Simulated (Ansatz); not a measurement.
```xyz
12

Si   -1.6780    1.4213   -1.0103
B    -0.3030    0.1159   -0.4302
B     1.1757    0.2024    0.0950
C     2.1641   -0.5197    0.8928
Al    0.2059   -1.4182    0.8745
H    -1.6918    1.6087   -2.4904
H    -3.0572    1.0040   -0.6230
H    -1.4328    2.7595   -0.4007
H    -0.5390   -1.0654   -0.8221
H     2.2495   -0.3868    1.9748
H     3.0835   -0.9068    0.4581
H    -0.1768   -2.8149    1.4815
```

Total charge 0; spin multiplicity 1. The bonds changed during the relaxation, so this is another structure than the one it started from.

Task: List the r2SCAN/def2-TZVPP orbital energies in eV (Ansatz). (Estimate.)

Result: Computed: Occupied: -1790.20, -1517.82, -273.27, -180.62, -179.46, -140.68, -111.32, -95.54, -95.54, -95.52, -71.63, -71.50, -71.39, -18.69, -14.96, -13.07, -11.42, -11.23, -10.01, -8.99, -8.21, -7.97, -7.89, -6.96, -5.73. Lowest empty: -2.07, -1.80, -1.31, -0.20, -0.07, 1.15, 1.38, 1.76.
